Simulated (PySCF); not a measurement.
Computed Raman spectrum (relative Raman activity) of a molecule CH7FSi2. Geometry optimised at PBE-D3(BJ)/def2-SVP. One conformer was computed; it need not be the lowest. All values below come from PySCF 2.14.0 with PBE-D3(BJ)/def2-SVP. Frequencies are harmonic and unscaled.

Lines under 2 % of the strongest are left out, and lines within 2 cm⁻¹ are merged.

```csv
ν (cm⁻¹),relative intensity
545,7.6
670,2.5
713,6.2
777,2.6
830,3.1
876,4.9
913,8.1
919,12
924,4.7
927,4.8
1327,3.8
2160,60
2168,26
2175,100
2183,43
2187,33
2987,38
3053,26
```

Question: Pick the molecule that these values belong to.
A) C[SiH2][SiH2]F
B) FC([SiH3])[SiH3]
C) C[Si@@H](F)[SiH3]
D) F[SiH2]C[SiH3]

Answer: D, F[SiH2]C[SiH3]
